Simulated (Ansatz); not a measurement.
The lowest singlet and triplet of Cl2Ge (SMILES [Cl][Ge][Cl]); geometries from B3LYP-D3(BJ)/def2-TZVP, each state relaxed from the structure named, with no frequency check.
Singlet at the triplet's geometry (charge 0, multiplicity 1):
```xyz
3

Cl    -1.878    -0.541     0.000
Ge     0.000     0.573     0.000
Cl     1.879    -0.538     0.000
```

```
level                                      gap E(singlet) − E(triplet), vertical, at the triplet's geometry (kcal/mol)  cost
-----------------------------------------  ---------------------------------------------------------------------------  ----
U-HF/def2-SVP                                                                                                   -38.48     -
R-HF/def2-TZVPP                                                                                                 -38.17     -
R-r2SCAN/def2-TZVPP                                                                                             -51.80  ×0.7
U-r2SCAN/def2-TZVPP                                                                                             -51.80    ×1
R-PBE0/def2-TZVPP                                                                                               -53.64  ×0.7
U-PBE0/def2-TZVPP                                                                                               -53.64  ×0.9
R-BHLYP/def2-TZVPP                                                                                              -55.08  ×0.7
U-wB97M-V/def2-TZVPP                                                                                            -57.85    ×2
R-MP2/def2-SVP                                                                                                  -50.93     -
R-SCS-MP2/def2-SVP                                                                                              -52.69     -
U-SCS-MP2/def2-TZVPP                                                                                            -55.38     -
R-SCS-MP2/def2-QZVPP                                                                                            -56.73     -
U-SCS-MP2/def2-QZVPP                                                                                            -56.73     -
R-CCSD/def2-TZVPP                                                                                               -52.80     -
U-CCSD/def2-TZVPP                                                                                               -52.80     -
R-CCSD/def2-QZVPP                                                                                               -53.59     -
R-CCSDT(Q)/def2-SVP                                                                                             -52.41   ×10
FIC-MRCISD+Q on SA-CASSCF(2,2)/def2-SVP                                                                         -52.34     -
FIC-MRCISD+Q on SA-CASSCF(2,2)/def2-TZVPP                                                                       -53.84     -
FIC-MRCISD+Q on SA-CASSCF(2,2)/def2-QZVPP                                                                       -54.70     -
```

The rows run from -57.85 (U-wB97M-V/def2-TZVPP) to -38.17 kcal/mol (R-HF/def2-TZVPP). The 3 U-functionals in def2-TZVPP without D3 or D4 span 6.05, from U-wB97M-V to U-r2SCAN.

A positive gap puts the triplet lower; no zero-point energy. R- takes a restricted singlet. U- takes an unrestricted singlet (broken symmetry where lower, unprojected). The triplet is unrestricted in single-reference levels. Active spaces average the two states.

Correlated levels freeze the cores. Filled d and f shells under p-block atoms count as core.

Run with Ansatz (an electronic-structure program). 

Costs are rough ratios of core time to R-PBE/def2-TZVPP (about 24 s over the structures, on one shared machine); a dash marks a level with no comparable run of its own.
